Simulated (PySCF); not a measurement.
Compound: [RuO3N]- (charge -1 and singlet state).
Cartesian coordinates in Å at the PBE0-D3(BJ)/def2-SVP level; atoms count from 1:
```xyz
5
NO3Ru angstrom
Ru    -0.0004    0.0001    0.0005
O     -0.0111   -0.0592    1.7135
O      1.6100   -0.0025   -0.5848
O     -0.8353    1.3907   -0.5537
N     -0.7632   -1.3291   -0.5755
```

Method used: PySCF, PBE0-D3(BJ)/def2-SVP geometry optimisation, gas phase, def2 core potentials past Kr.

Problem. Which atoms are bound to Ru1, and at what distances?

Solution. 4 atoms: N5 1.637 Å, O3 1.713 Å, O4 1.714 Å, O2 1.714 Å.

Problem. List the angles at Ru1.

Solution. 
| angle | degrees | distance of the outer atoms (Å) |
| --- | --- | --- |
| O3–Ru1–O4 | 110.4 | 2.81 |
| O2–Ru1–O4 | 110.4 | 2.81 |
| O2–Ru1–O3 | 110.3 | 2.81 |
| O2–Ru1–N5 | 108.7 | 2.72 |
| O4–Ru1–N5 | 108.5 | 2.72 |
| O3–Ru1–N5 | 108.5 | 2.72 |

Problem. What is the shape at Ru1?

Solution. Tetrahedral: angles from 108.5° to 110.4°; τ4 = (360° − α − β)/141° = 0.99 with α and β the two widest (0 for a square, 1 for a tetrahedron).

Problem. What are the rotational constants (commonest isotopes, rigid rotor)?

Solution. A = 4393, B = 4390, C = 3990 MHz: an oblate symmetric top.

Point group: C3v (every atom within 0.08 Å of its image). Charge -1, singlet. The geometry's basis has no diffuse functions, a weakness for an anion. PBE0-D3(BJ)/def2-SVP frequencies: not computed here.

On an Arm Neoverse V2 with one thread (shared host), this took 16 s of wall time. These figures are those of the optimisation.
